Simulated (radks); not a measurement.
The numbers below are computed, except where a source is named.
Spherical quantum dot in the effective-mass picture: electrons in a hard-walled sphere of radius 9.67, all in effective atomic units (hartree* = m*/eps^2 hartree, bohr* = eps/m* bohr), one dielectric constant everywhere. Level of theory: non-relativistic Kohn-Sham, LDA (Slater exchange, Perdew-Wang correlation), spin-polarised, spherical densities (a radial shooting solver with Libxc functionals). Levels are named by radial order and angular momentum (1s, 1p, 1d, 2s, ...), and open shells are averaged over m. Results are scaled to m* = 0.046 and eps = 10.4, for which hartree* = 11.57 meV and bohr* = 11.96 nm.

N = 13, configuration 1s2 1p6 1d(up 5, down 0). This is the lowest configuration that the search found. Occupied and some empty levels:

| level | occupation | eigenvalue (meV) | <r> (nm) |
|---|---|---|---|
| 1s up | 1 | 18.807 | 83.25 |
| 1p up | 3 | 19.076 | 84.57 |
| 1s down | 1 | 19.094 | 82.75 |
| 1p down | 3 | 19.369 | 84.28 |
| 1d up | 5 | 19.578 | 86.11 |
| 1d down | 0 | 19.876 | 85.96 |
| 1f up | 0 | 20.291 | 87.60 |
| 1f down | 0 | 20.592 | 87.55 |
| 2s up | 0 | 21.723 | 53.73 |
| 2s down | 0 | 21.838 | 53.01 |
| 2p up | 0 | 22.613 | 61.96 |
| 2p down | 0 | 22.765 | 61.45 |

Energy (meV): total 130.550, kinetic 26.788, external 0, Hartree 127.86, exchange-correlation -24.097.
